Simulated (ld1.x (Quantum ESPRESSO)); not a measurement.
## I (Z = 53): variants of one PAW potential

Base potential:

* Element: I (Z = 53)
* Generator: ld1.x (Quantum ESPRESSO) 7.5
* Type: PAW
* Functional: LDA (PZ)
* Relativity: scalar-relativistic
* Frozen core: [Kr]
* Valence charge: 17
* Reference configuration: 4d10 5s2 5p5
* Partial waves: 5s (bound): rcut 1.35, rcutus 1.75 bohr; 5s channel at -0.55 Ry: rcut 1.35, rcutus 1.75 bohr; 5p (bound): rcut 1.85, rcutus 2.30 bohr; 5p channel at 0.2 Ry: rcut 1.85, rcutus 2.30 bohr; 4d (bound): rcut 1.05, rcutus 1.30 bohr; 4d channel at -1 Ry: rcut 1.05, rcutus 1.30 bohr
* Local potential: all-electron potential smoothed inside 1.90 bohr (lloc = -1)
* Core correction: Bessel-smoothed model core inside 1.05 bohr
* Augmentation charge: BESSEL, radius 1.15 bohr

All-electron outer shells of the reference configuration (LDA (PZ), scalar-relativistic, ld1.x):

| shell | level (eV) | outermost node (bohr) | outermost maximum (bohr) |
| --- | --- | --- | --- |
| 4s | -180.16 | 0.37 | 0.68 |
| 4p | -127.33 | 0.37 | 0.72 |
| 4d | -50.33 | 0.35 | 0.78 |
| 5s | -17.65 | 0.88 | 1.70 |
| 5p | -7.25 | 0.96 | 2.02 |

Cutoffs, loose and tight: the cutoffs (Ry, on a coarse ladder) from which the occupation-weighted sum of valence levels, in a spherical-Bessel basis at the reference potential, stays within 10 and 1 mRy of its value at 400 Ry. They do not see the model core or the augmentation charge, which bear on the density cutoff. Test errors are all-electron minus pseudo excitation energies from the reference, over the configurations 4d10 5s2 5p4; 4d10 5s2 5p3; 4d10 5s2 5p2; 4d10 5s1 5p5; 4d9 5s2 5p5; 4d9 5s2 5p6; 4d10 5s1 5p6 (two spin-polarised tests are not counted in the largest error). A dash means not determined; rows that change the core or the reference have their own tests.

```csv
change,outcome,"cutoff, loose","cutoff, tight",bound ghosts,largest test error (meV)
base,generated,100 Ry,160 Ry,none,+70
core correction Bessel-smoothed model core inside 0.52 bohr,generated,100 Ry,160 Ry,none,+72
core correction Bessel-smoothed model core inside 0.62 bohr,generated,100 Ry,160 Ry,none,+70
core correction Bessel-smoothed model core inside 0.74 bohr,generated,100 Ry,160 Ry,none,+68
core correction Bessel-smoothed model core inside 0.94 bohr,generated,100 Ry,160 Ry,none,+70
core correction Bessel-smoothed model core inside 1.04 bohr,generated,100 Ry,160 Ry,none,+70
core correction Bessel-smoothed model core inside 1.16 bohr,generated,100 Ry,160 Ry,none,+68
core correction Bessel-smoothed model core inside 1.30 bohr,generated,100 Ry,160 Ry,none,+64
core correction Bessel-smoothed model core inside 1.46 bohr,generated,100 Ry,160 Ry,none,+58
core correction Bessel-smoothed model core inside 1.54 bohr,generated,100 Ry,160 Ry,none,+53
```

Problem. What comes out with this change to the base: core correction a·sin(br)/r model core, default radius (ld1.x builds one for every PAW set, though the input has nlcc=.false.)?

Solution. outcome: generated; cutoff, loose: 100 Ry; cutoff, tight: 160 Ry; bound ghosts: none; largest test error (meV): +38.
